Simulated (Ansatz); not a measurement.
This triplet is an excited state, 0.89 eV above the relaxed singlet at the level frozen-core CCSD(T)/cc-pVTZ // B3LYP-D3(BJ)/def2-TZVP (Ansatz, an electronic-structure program).

A geometry relaxed with B3LYP-D3(BJ)/def2-TZVP run with Ansatz, charge 1, multiplicity 3:

```xyz
7

H     -1.3094     1.3218    -0.6045
H     -1.6677    -1.1276    -0.6837
H      2.7225     0.5751    -0.2495
S      2.1468    -0.6312     0.0399
N      0.6448    -0.1844    -0.0868
H     -1.4026     0.0257     1.5149
Si    -1.1345     0.0206     0.0697
```

### Question
Write the SMILES of this molecule.

### Answer
`[SiH3][N+]S`
